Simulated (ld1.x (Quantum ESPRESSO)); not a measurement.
**Ge (Z = 32), TM: configuration errors across variants**

germanium, norm-conserving Troullier–Martins (Kleinman–Bylander form), made with ld1.x (Quantum ESPRESSO) 7.5 (PBE, scalar-relativistic). Core [Ar], reference 3d10 4s2 4p2. Waves: 4s (bound): rc 1.50 bohr; 4p (bound): rc 2.00 bohr; 3d (bound): rc 1.10 bohr. Local part: the d channel. Core correction: a·sin(br)/r model core inside 0.95 bohr.

All-electron excitation energies from the reference (eV): (1) 3d10 4s2 4p1 7.444; (2) 3d10 4s2 4p0 22.883; (3) 3d10 4s1 4p0 57.674; (4) 3d10 4s2 4p2.3 -0.884; (5) 3d10 4s2 4p1.5 2.802; (6) 3d10 4s0 4p4 16.195.

Tests that are not counted but printed errors over 1 eV. “base”: 3d9 4s2 4p2 (solver errors, printed error -18.8 eV). “wave 4s (bound): rc 1.50 bohr becomes 4s (bound): rc 1.80 bohr”: 3d9 4s2 4p2 (solver errors, printed error -18.8 eV).

1 further variants failed, have other tests or too few solved ones, and are left out.

A true bound ghost makes a file unfit for plane-wave use even where its test errors are small: the radial tests pick states by their node count and pass the ghost by. Where a test does run into it, the solver fails or the error is huge.

Errors AE − PS in meV (a dash: test not solved or not reliable):

| change | (1) | (2) | (3) | (4) | (5) | (6) | bound ghosts |
| --- | --- | --- | --- | --- | --- | --- | --- |
| base | -0.4 | -2.0 | -12 | +0.1 | -0.3 | -6.9 | s, p |
| wave 4s (bound): rc 1.50 bohr becomes 4s (bound): rc 1.16 bohr | -1.0 | -6.4 | -6.1 | +0.1 | -0.4 | -6.5 | s, p |
| wave 4s (bound): rc 1.50 bohr becomes 4s (bound): rc 1.32 bohr | -0.5 | -2.5 | -8.1 | +0.1 | -0.2 | -6.0 | s, p |
| wave 4s (bound): rc 1.50 bohr becomes 4s (bound): rc 1.48 bohr | -0.4 | -1.9 | -11 | +0.1 | -0.3 | -7.0 | s, p |
| wave 4s (bound): rc 1.50 bohr becomes 4s (bound): rc 1.66 bohr | -0.4 | -2.0 | -13 | +0.1 | -0.3 | -6.7 | s, p |
| wave 4s (bound): rc 1.50 bohr becomes 4s (bound): rc 1.80 bohr | -0.4 | -1.8 | -12 | +0.1 | -0.3 | -8.2 | s, p |
| wave 4s (bound): rc 1.50 bohr becomes 4s (bound): rc 1.92 bohr | -0.3 | -1.1 | -10 | +0.1 | -0.3 | -13 | s, p |
| wave 4s (bound): rc 1.50 bohr becomes 4s (bound): rc 2.24 bohr | 0.0 | +3.3 | -9.9 | +0.1 | -0.2 | -45 | s, p |

Q: Give the same row for: wave 4s (bound): rc 1.50 bohr becomes 4s (bound): rc 2.10 bohr.

A: -0.2, +0.3, -9.5, +0.1, -0.3, -25; bound ghosts: s, p.
